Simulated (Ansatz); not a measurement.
CdCl₂, singlet, at a GFN2-xTB geometry of the parent state (such geometries of metal compounds can be far from the true shape) (core potentials on Cd); SVWN5/def2-SVP (Ansatz, an electronic-structure program).

The Ansatz input:
Ansatz 0.2 input:
```yaml
crystal:
  periodic: [false, false, false]
  atoms:
    - {symbol: Cd, position_ang: [-0.74733348, 0.29851729, -0.47268926]}
    - {symbol: Cl, position_ang: [1.83477169, -0.11884315, -0.37432263]}
    - {symbol: Cl, position_ang: [0.27534637, -0.72402919, 1.70897466]}
basis:
  gaussian:
    orbitals: def2-SVP
hamiltonian:
  xc: {name: SVWN5}
```

What the program printed (banner, timings and long lists left out):

```
Functional definition: SVWN5
698 factors; their error is unknown
mean field evaluation 1: about -29505.4717 eV, gradient 4.1e1 eV
mean field evaluation 2: about -29371.2079 eV, gradient 1.8e2 eV
mean field evaluation 4: about -29510.9307 eV, gradient 1.5e1 eV
mean field evaluation 8: about -29510.9308 eV, gradient 1.5e1 eV
mean field evaluation 16: about -29512.2264 eV, gradient 4.2e-3 eV
mean field evaluation 32: about -29506.0924 eV, gradient 3.4e1 eV
mean field evaluation 64: about -29506.3013 eV, gradient 1.3e-1 eV
mean field evaluation 96: about -29511.6432 eV, gradient 1.6e0 eV
mean field -29512.19742684 eV, -1084.5532513506 hartree, gradient 1.2e-5 eV, S^2 0.000000; 9 other end points of the search recorded, 0 dependent functions left out
reference -29512.19745742 eV, -1084.5532524742 hartree; 27, 27 occupied and 40, 40 virtual orbitals, 698 factors
Total energy: -29512.19745742 eV, -1084.5532524742 hartree
```
